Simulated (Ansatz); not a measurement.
A search over several starts for the lowest SCF solution of the cluster Pt2Au3⁺ at the given spin, in a small basis.

```yaml
crystal:
  periodic: [false, false, false]
  atoms:
    - {symbol: Pt, position_ang: [-1.358081, -0.355434, -0.307897]}
    - {symbol: Pt, position_ang: [1.358140, 0.355016, 0.308112]}
    - {symbol: Au, position_ang: [-0.358042, -0.501666, 2.157539]}
    - {symbol: Au, position_ang: [0.733916, -1.580113, -1.413977]}
    - {symbol: Au, position_ang: [-0.375933, 2.082187, -0.743777]}
basis:
  gaussian: {orbitals: def2-SVP, initial_orbitals: start.molden}
total_charge: 1
hamiltonian: {xc: pbe0, dispersion: d4}
output: {orbitals: {seedname: orbitals}}
```

The file start.molden holds the orbitals of an earlier run on this structure, at another level or in another basis.

```sh
$ ansatz run in.yaml --threads 4 --pin off --events-out ev --progress --plain --max-ram 4787MiB
```

Output, abridged:

```
Functional definition: PBE0
1762 factors; their error is unknown
mean field evaluation 1: about -17558.7087 eV, gradient 2.9e2 eV
mean field evaluation 2: about -17563.9597 eV, gradient 1.3e1 eV
mean field evaluation 4: about -17567.7865 eV, gradient 2.4e0 eV
mean field evaluation 8: about -17568.3495 eV, gradient 2.4e-4 eV
mean field evaluation 16: about -17567.7749 eV, gradient 4.7e0 eV
mean field -17568.34954417 eV, -645.6249374932 hartree, gradient 2.6e-5 eV, S^2 0.000000; 1 other end points of the search recorded, 0 dependent functions left out
reference -17568.34958974 eV, -645.6249391680 hartree; 46, 46 occupied and 114, 114 virtual orbitals, 1762 factors
Total energy: -17568.70626444 eV, -645.6380467212 hartree
```

Run time 12 s (4 threads of Intel Xeon on a shared host), peak host memory 0.6 GiB.

In the def2 sets Au, Pt take a core potential; there is no spin–orbit coupling. The restricted singlet is unstable towards broken spin symmetry in Hartree–Fock (as tested in another run); at PBE0-D4/def2-SVP this wasn't settled. Another isomer (singlet) lies 0.04 eV lower at PBE0-D4/def2-TZVP; other spin states weren't run for this one.
